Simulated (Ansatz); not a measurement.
Stepwise reaction of `CO[SiH2]S[SiH](F)F` with hydrogen, as a gas-phase model of exchange steps in deposition or etching. ΔE in kJ/mol.

Calculated with Ansatz (gas phase, PBE0-D4/def2-TZVP geometries, no zero-point term in ΔE). CCSD(T)/CBS is the MP2 limit (def2-TZVPP, def2-QZVPP) plus CCSD(T) − MP2 in def2-TZVPP, frozen cores. This one scheme is used for every species. Functionals use def2-TZVPP. B3LYP here is the variant with VWN-RPA as its local correlation; programs differ in this. Each species was taken in one conformer, which may not be the lowest.

```
step                                              reaction  PBE-D4  B3LYP-D4  ωB97M-V  CCSD(T)/CBS
   1  `CO[SiH2]S[SiH](F)F` + H₂ → `CO[SiH2]S[SiH2]F` + H–F   126.7     134.5    136.8        131.9
```

Q: Give the row of step 2, `CO[SiH2]S[SiH2]F` + H₂ → `CO[SiH2]S[SiH3]` + H–F. (Estimate.)

A: The calculation gave: 
```csv
step,reaction,PBE-D4,B3LYP-D4,ωB97M-V,CCSD(T)/CBS
2,`CO[SiH2]S[SiH2]F` + H₂ → `CO[SiH2]S[SiH3]` + H–F,106.2,116.9,115.9,111.2
```

Q: By hand: ΔE of the 2 steps together at CCSD(T)/CBS.

A: (131.9) + (111.2) = 243.1 kJ/mol, or 121.6 kJ/mol a step.

In ΔE each step is lower than the one before. All are uphill at CCSD(T)/CBS. PBE-D4 differs from CCSD(T)/CBS by -5.2 to -5.0 kJ/mol a step. Isolated molecules leave out the surface, adducts and barriers. Largest T1 diagnostic: 0.012.
